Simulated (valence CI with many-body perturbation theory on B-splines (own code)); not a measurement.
Values are calculated unless marked as measured or tabulated.
# Sensitivity of CI+MBPT for Tl⁶⁶⁺

Level of theory: relativistic CI+MBPT: five valence electrons over a frozen Dirac-Fock core [Ne], a basis of 6 s, 6 p, 5 d, 3 f, 1 g functions for each j, with the one-electron correlation potential Σ1, the two-electron term Σ2, the three-electron term Σ3, Breit, model QED; selected CI, second order for the rest, scaled by the run's own slope (own B-spline code, finite nucleus).

The last digits are not significant, and no measured levels were compared; by estimate large intervals hold to a few tenths of a per cent, small ones and those within an open d or f shell to about a per cent. Among the levels kept, up to 760 cm⁻¹ of a level comes from second order outside the variational space, and about a tenth of that is noise between levels of different J, which matters for small intervals.

The reference run has the lowest level (3s^2 3p1/2^2 3p3/2) J=3/2 and an ionisation energy of 7567.61 eV. Its largest variational space holds 10000 state functions.

Levels are named by their leading jj configuration (3d3/2^4 stands for four electrons in 3d with j = 3/2), which in mixed levels can hold well under half, so a name can repeat and another be missing. Letters in brackets count levels of one name in rising energy.

Changed runs:
A. orbitals per symmetry with explicit Σ2 and valence Breit (the others get mean screening factors) 5 → 7
B. logarithmic knot step 0.27 → 0.2; cutoff of virtual states (hartree) 13122 → 16800
C. Breit term on → off; QED terms on → off
D. Davidson iteration limit 60 → 1 (bad on purpose)

Excitation energies of the reference run in cm⁻¹, and shifts in cm⁻¹:

```csv
Level,Reference,A,B,C,D
(3s^2 3p1/2^2 3d3/2) J=3/2,2082010,-1.6,+13,+17591,-151
(3s^2 3p1/2^2 3d5/2) J=5/2,3203940,+0.7,+15,+41768,+482
(3s^2 3p1/2 3p3/2^2) J=3/2,4310540,+7.3,+20,+47041,+1562
(3s^2 3p1/2 3p3/2^2) J=5/2,4414920,+13,+20,+53843,+2059
(3s^2 3p1/2 3p3/2^2) J=1/2,4555060,-9.0,+20,+45170,-279
(3s 3p1/2^2 3p3/2^2) J=5/2,5941880,+15,+19,+59011,+939
(3s 3p1/2^2 3p3/2^2) J=3/2,6197810,+5.0,+24,+57714,+1025
(3s 3p1/2^2 3p3/2^2) J=1/2,6227400,-8.0,+21,+52476,-1002
(3s^2 3p1/2 3p3/2 3d3/2) J=5/2 [a],6365470,+14,+34,+71993,+944
(3s^2 3p1/2 3p3/2 3d3/2) J=1/2 [a],6397640,+3.7,+34,+63495,-946
(3s^2 3p1/2 3p3/2 3d3/2) J=3/2 [a],6403480,+10,+32,+67684,+1080
(3s^2 3p1/2 3p3/2 3d3/2) J=7/2,6475830,+21,+34,+79105,+313
Ionisation energy (eV),7567.61,+0.0031,+0.002,+7.95,-0.37
```

Run D: The Davidson iterations stopped at their limit.
